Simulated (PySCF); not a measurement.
C₃H₇FOSi, SMILES O=CC[SiH2]CF.

Geometry: PBE0-D3(BJ)/def2-SVP. This is a generated structure with no PubChem entry under its InChIKey; it may be hypothetical. One conformer was computed; it need not be the lowest.

The numbers are results of TDDFT-LC-ωPBE/def2-SVPD in PySCF 2.14.0, not measurements.

Vertical excitations. Isolated molecule, no solvent.

Computed UV-visible absorptions:
```csv
state,energy (eV),λ (nm),f,main pairs
S1,4.31,288,0.001,HOMO→LUMO 88 %
S2,7.76,160,0.038,"HOMO→LUMO+1 50 %, HOMO−2→LUMO 10 %, HOMO−1→LUMO 9 %, HOMO→LUMO+2 8 %"
S3,7.94,156,0.153,"HOMO−1→LUMO 42 %, HOMO−2→LUMO 23 %, HOMO→LUMO+1 9 %"
S4,8.08,153,0.010,"HOMO−1→LUMO+2 33 %, HOMO−1→LUMO+1 24 %, HOMO−1→LUMO+3 12 %, HOMO−1→LUMO+5 5 %"
S5,8.49,146,0.072,"HOMO−2→LUMO 37 %, HOMO−1→LUMO 30 %, HOMO−1→LUMO+1 8 %"
S6,8.57,145,0.066,"HOMO→LUMO+2 40 %, HOMO→LUMO+1 19 %, HOMO→LUMO+4 7 %, HOMO→LUMO+9 6 %"
S7,8.86,140,0.014,"HOMO−1→LUMO+2 16 %, HOMO−3→LUMO 15 %, HOMO−1→LUMO+1 15 %, HOMO−5→LUMO 10 %"
S8,8.96,138,0.015,"HOMO→LUMO+4 25 %, HOMO→LUMO+3 9 %, HOMO−3→LUMO+2 8 %, HOMO→LUMO+5 7 %"
S9,9.00,138,0.026,"HOMO→LUMO+4 12 %, HOMO−1→LUMO+1 10 %, HOMO→LUMO+5 10 %, HOMO−3→LUMO 9 %"
S10,9.16,135,0.030,"HOMO→LUMO+6 20 %, HOMO−3→LUMO+1 9 %, HOMO−5→LUMO 7 %, HOMO−3→LUMO+2 5 %"
T1,3.68,337,0,HOMO→LUMO 87 %
T2,5.79,214,0,"HOMO−2→LUMO 35 %, HOMO−6→LUMO 23 %, HOMO−1→LUMO 13 %, HOMO−3→LUMO 10 %"
T3,7.39,168,0,"HOMO−1→LUMO+2 29 %, HOMO−1→LUMO+1 25 %, HOMO−1→LUMO+3 10 %, HOMO−1→LUMO+5 7 %"
T4,7.53,165,0,"HOMO→LUMO+1 56 %, HOMO→LUMO+2 13 %, HOMO→LUMO+3 10 %"
```
Triplets are in the Tamm–Dancoff approximation, which puts them higher than full response would, so one can lie above its singlet here.
